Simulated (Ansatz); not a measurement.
Basis-set extrapolation for C₂H₅NOSi (`CO[SiH]1C=N1`) (PBE0-D4/def2-TZVP geometry, frozen core, Ansatz 0.2.0). Multiplicity 1, RHF reference.

|  | def2-TZVPP | def2-QZVPP |
| --- | --- | --- |
| HF | -496.964249 | -496.983650 |
| MP2 correlation | -0.870166 | -0.932729 |
| CCSD(T) correlation | -0.939957 | not run |

Energies in hartree. Use E(X) = E(∞) + A·exp(−7.88·√X) for Hartree–Fock and E(X) = E(∞) + B·X^(−2.97) for correlation, with X = 3 and 4, and add CCSD(T) minus MP2 of the smaller set to the MP2 limit.

Q: What is the CCSD(T) energy at the basis-set limit?

A: HF limit: -496.983650 + (-0.019401) × 0.13774 = -496.98632. MP2 limit: -0.932729 + (-0.062563) × 0.74074 = -0.97907. Higher-order term: -0.939957 − (-0.870166) = -0.06979. Total: -498.03518 hartree, 343.9 kJ/mol below CCSD(T)/def2-TZVPP.
